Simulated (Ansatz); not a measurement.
Geometry optimisation, RHF/def2-SVP in Ansatz.

Input file:

```yaml
crystal:
  periodic: [false, false, false]
  atoms:
    - { symbol: Al, position_ang: [0.0, 0.0, 0.0] }
    - { symbol: H, position_ang: [0.0, 0.0, 1.91] }
    - { symbol: O, position_ang: [1.5415, 0.0, -0.89] }
    - { symbol: H, position_ang: [1.8414, -0.9519, -1.0449] }
    - { symbol: O, position_ang: [-1.5415, 0.0, -0.89] }
    - { symbol: H, position_ang: [-2.0512, -0.8467, -0.6815] }
    - { symbol: Cl, position_ang: [0.1134, 2.3983, 0.7978] }
    - { symbol: H, position_ang: [0.0464, 0.9821, 1.9502] }
basis:
  gaussian: { orbitals: def2-SVP }
hamiltonian:
  xc: hf
relax:
  f_tol: 0.15
  max_steps: 25
  restrain:
    - { distance: [0, 6], at: 2.23, k: 30.0 }
    - { distance: [7, 1], at: 0.66, k: 30.0 }
    - { distance: [0, 1], at: 2.76, k: 30.0 }
    - { distance: [7, 6], at: 2.57, k: 30.0 }
output:
  orbitals: {}
```

Command:

```bash
$ ansatz run input.yaml --threads 1 --pin off --max-ram 2048MiB --backend cpu --events-out ev --progress --plain --runs-dir out
```

Question: Where does it end, and by what steps?

Answer: It converged. The restraints hold the end off the free minimum. After 7 steps the energy has fallen by 3.251 eV (the restraints' own energy left out); Al1 moved furthest, 0.67 Å. Joined: H2–H8 (0.98 → 0.71 Å).

```tsv
step	energy less start (eV)	largest force component (eV/Å)	accepted
0	0.0000	4.376	yes
1	-1.2808	5.045	yes
2	-2.2563	4.089	yes
3	-2.9245	3.266	yes
4	-3.1524	2.118	yes
5	-3.1997	1.510	yes
6	-3.2182	1.646	yes
7	-3.2511	1.557	yes
```

```xyz
8
Properties=species:S:1:pos:R:3
Al 0.025 0.545 -0.385
H -0.038 -0.035 2.313
O 1.486 -0.165 -0.775
H 1.750 -0.976 -1.169
O -1.491 -0.111 -0.594
H -1.916 -0.903 -0.861
Cl 0.116 2.565 0.440
H 0.018 0.663 2.182
```

The run took 13 s on 1 thread of Arm Neoverse V1 (shared host), peak memory 0.15 GiB.
